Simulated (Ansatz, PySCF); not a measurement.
CH8FNSi2, SMILES [Si@](C)(N)([SiH3])F. Atoms are numbered in the order given.

```xyz
13

C      1.5287    -0.9746     1.0391
Si     0.3761     0.1396     0.0768
N      0.1309     1.5944     0.9631
F      1.0967     0.4028    -1.3817
Si    -1.7270    -0.7800    -0.4001
H      2.4879    -0.4646     1.2313
H      1.7479    -1.8933     0.4730
H      1.0881    -1.2575     2.0078
H     -0.5592     2.2765     0.6636
H      0.9019     2.0471     1.4466
H     -2.6265     0.2602    -0.9871
H     -2.3636    -1.2937     0.8507
H     -1.6184    -1.9111    -1.3689
```

The structure is a stationary point at B3LYP-D3(BJ)/def2-SVP. The structure was generated by enumeration; whether it is a known compound was not checked. One conformer was computed; it need not be the lowest.

Two levels are set side by side: PBE-D3(BJ)/def2-SVP (Ansatz, a program for electronic structure) and B3LYP-D3(BJ)/def2-SVP (Ansatz). Each level has its own optimised geometry; the coordinates shown are those of the second. Frequencies come from the Hessian of PySCF at each geometry. Differences are taken from unrounded values.

```
quantity                            B3LYP-D3(BJ)
----------------------------------  ------------
mean bond length (Å)                       1.450
bond C1–Si2 (Å)                            1.870
bond Si2–N3 (Å)                            1.721
bond Si2–F4 (Å)                            1.648
bond Si2–Si5 (Å)                           2.344
bond C1–H6 (Å)                             1.103
bond C1–H7 (Å)                             1.101
bond C1–H8 (Å)                             1.101
bond N3–H9 (Å)                             1.015
bond N3–H10 (Å)                            1.016
bond Si5–H11 (Å)                           1.495
bond Si5–H12 (Å)                           1.495
bond Si5–H13 (Å)                           1.493
highest harmonic wavenumber (cm⁻¹)          3653
mean harmonic wavenumber (cm⁻¹)             1207
zero-point energy (kcal/mol)               56.95
```

Task: What does PBE-D3(BJ) give, and how far is it from B3LYP-D3(BJ)? (The exact figures need the calculation; the answer reports its results.)

Result: 
| quantity | PBE-D3(BJ) | PBE-D3(BJ) minus B3LYP-D3(BJ) |
|---|---|---|
| mean bond length (Å) | 1.459 | 0.009 |
| bond C1–Si2 (Å) | 1.876 | 0.006 |
| bond Si2–N3 (Å) | 1.731 | 0.010 |
| bond Si2–F4 (Å) | 1.660 | 0.012 |
| bond Si2–Si5 (Å) | 2.349 | 0.005 |
| bond C1–H6 (Å) | 1.110 | 0.007 |
| bond C1–H7 (Å) | 1.108 | 0.007 |
| bond C1–H8 (Å) | 1.108 | 0.007 |
| bond N3–H9 (Å) | 1.023 | 0.007 |
| bond N3–H10 (Å) | 1.024 | 0.007 |
| bond Si5–H11 (Å) | 1.508 | 0.013 |
| bond Si5–H12 (Å) | 1.507 | 0.013 |
| bond Si5–H13 (Å) | 1.506 | 0.013 |
| highest harmonic wavenumber (cm⁻¹) | 3581 | -72 |
| mean harmonic wavenumber (cm⁻¹) | 1175 | -32 |
| zero-point energy (kcal/mol) | 55.44 | -1.51 |

Exact exchange shortens and stiffens bonds; PBE has none. Differences between two approximate levels are no errors against the true value.
